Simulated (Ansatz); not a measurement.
`[OH][GeH]([OH])[SiH3]` → `O[SiH2][O][GeH3]`  (isomerisation)

Program: Ansatz. Geometries: PBE0-D4/def2-TZVP. ΔE: electronic, gas phase. CBS: MP2 limit from def2 TZ/QZ plus the TZ coupled-cluster correction, frozen cores. Functionals use def2-TZVPP. For Ge outer-core shells are correlated without core-valence functions, which leaves a few kJ/mol of doubt a bond. Scalar relativity is left out up to krypton. One conformer a species, not always the lowest.

CCSD(T)/CBS gives -163.7 kJ/mol.

Problem. Another level gave -171.4 kJ/mol. Which?
A. LC-ωPBE/def2-TZVPP
B. PBE0-D4/def2-TZVPP
C. BHLYP-D4/def2-TZVPP
D. CAM-B3LYP/def2-TZVPP

Solution. D. CAM-B3LYP -171.4, BHLYP-D4 -177.0, PBE0-D4 -147.4, LC-ωPBE -158.6 kJ/mol.

Largest T1 diagnostic among the species: 0.013.

From BLYP to BHLYP (50 % exact exchange), in def2-TZVPP and without D4, ΔE moves by −28.2 kJ/mol. Leaving LDA and LC-ωPBE aside and taking each functional with its dispersion term where it has one, the values, not all of them listed here, spread over 43.7 kJ/mol, from BHLYP-D4 to revPBE-D4. LDA lies −11.7 kJ/mol from PBE without D4. In def2-TZVPP, CCSD(T) changes the Hartree–Fock value by +30.2 kJ/mol (the triples alone add +4.9 kJ/mol) and MP2 by +24.2 kJ/mol.
